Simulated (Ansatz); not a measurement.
`O[SiH]([SiH3])[TeH]` and `O[SiH]([SiH3])CCl` differ in one atom or group.

Ansatz, PBE0-D4/def2-TZVP geometries, multiplicity 1. Each molecule was computed in one conformer, which needn't be the lowest.

Elements past krypton have def2 core potentials.  Spin–orbit coupling is left out; it splits and shifts lone-pair levels of the heavy atoms by tenths of an eV.

| property | `O[SiH]([SiH3])[TeH]` |
| --- | --- |
| HOMO energy (PBE/def2-TZVPP) / eV | -5.66 |
| LUMO energy (B3LYP/def2-TZVPP) / eV | -1.00 |
| size of the dipole moment (ωB97M-V/def2-TZVPP) / D | 1.07 |
| LUMO energy (ωB97M-V/def2-TZVPP) / eV | 0.96 |
| HOMO energy (ωB97M-V/def2-TZVPP) / eV | -8.74 |
| HOMO energy (B3LYP/def2-TZVPP) / eV | -6.45 |

Q: What does the change do to each property? (Best estimate.)

A: Ansatz gave: 
```
                                          property  `O[SiH]([SiH3])CCl`  shift
                 HOMO energy (PBE/def2-TZVPP) / eV                -6.68  -1.02
               LUMO energy (B3LYP/def2-TZVPP) / eV                -0.72   0.28
size of the dipole moment (ωB97M-V/def2-TZVPP) / D                 0.84  -0.23
             LUMO energy (ωB97M-V/def2-TZVPP) / eV                 1.30   0.34
             HOMO energy (ωB97M-V/def2-TZVPP) / eV               -10.01  -1.27
               HOMO energy (B3LYP/def2-TZVPP) / eV                -7.71  -1.26
```

With PBE0 the HOMO falls by 1.24 eV and the LUMO rises by 0.27 eV, so the gap widens by about 1.51 eV. PBE moves the HOMO by -1.02 eV and ωB97M-V by -1.27 eV. Dipoles are sizes alone; their direction can turn.

B3LYP here is the variant with VWN-RPA as its local correlation; programs differ in this.
